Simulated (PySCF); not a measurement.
**Electron correlation in S⁺ (sulfur, charge +1)**

[Ne] 3s2 3p3, high-spin 4S determinant. All numbers are calculated (PySCF 2.14, scalar relativity by spin-free X2C-1e, in x2c-QZVPPall (9s6p4d2f1g, 70 functions)). Frozen: [Ne]; 5 electrons correlated.

```tsv
level	correlation energy (mhartree)
CCSD	-114.40
(T)	-4.24
CCSD(T)	-118.64
```

Diagnostics: T1 = 0.0042, D1 = 0.0101, largest double amplitude 0.057.

Cost of the coupled-cluster step: about 6 core-seconds, for 5 correlated electrons.
